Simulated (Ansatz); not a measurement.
Relaxation of Cl₄FH₃OW (10 atoms, charge 0, multiplicity 1), to a largest force component of 0.03 eV/Å in at most 50 steps.

Computed with Ansatz 0.2.0, RHF/def2-SVP.

```xyz
10
Properties=species:S:1:pos:R:3
W -0.300 -0.704 -0.109
H -0.327 0.043 1.422
Cl 2.600 -0.631 -0.030
Cl 1.025 3.593 0.779
Cl -2.612 -0.995 -0.129
F 0.105 -2.422 0.379
Cl -0.141 0.797 -1.839
O 1.051 1.937 0.972
H 2.593 0.565 0.425
H 0.414 1.733 1.679
```

**Question.** Where does it end, and by what steps?

**Answer.** The forces met the threshold. The force dipped under the threshold on the way, but the program's further checks kept it going. After 31 steps the energy has fallen by 0.321 eV; Cl4 moved furthest, 1.15 Å.

```
step  energy less start (eV)  largest force component (eV/Å)  accepted
   0                  0.0000                           1.073       yes
   2                 -0.1907                           1.094       yes
   4                 -0.2647                           0.342       yes
   6                 -0.2859                           1.201        no
   8                 -0.3065                           0.300       yes
  10                 -0.3124                           0.166       yes
  12                 -0.3152                           0.070       yes
  14                 -0.3172                           0.056       yes
  16                 -0.3182                           0.081       yes
  18                 -0.3190                           0.046       yes
  20                 -0.3197                           0.020       yes
  22                 -0.3199                           0.030       yes
  24                 -0.3202                           0.058       yes
  26                 -0.3206                           0.028       yes
  28                 -0.3209                           0.044       yes
  30                 -0.3211                           0.060       yes
  31                 -0.3213                           0.027       yes
```

```xyz
10
Properties=species:S:1:pos:R:3
W -0.512 -1.024 -0.307
H -0.661 0.183 0.844
Cl 2.266 -0.320 -0.275
Cl 1.999 3.847 1.339
Cl -2.696 -1.837 -0.307
F 0.207 -2.408 0.663
Cl -0.611 0.240 -2.214
O 1.566 2.246 1.523
H 2.180 0.748 0.440
H 0.670 2.241 1.842
```

Whether the end is a true minimum wasn't checked by a vibrational analysis.

The run took 90 s on 4 threads of Arm Neoverse V2, with other jobs on the host, peak memory 0.52 GiB.
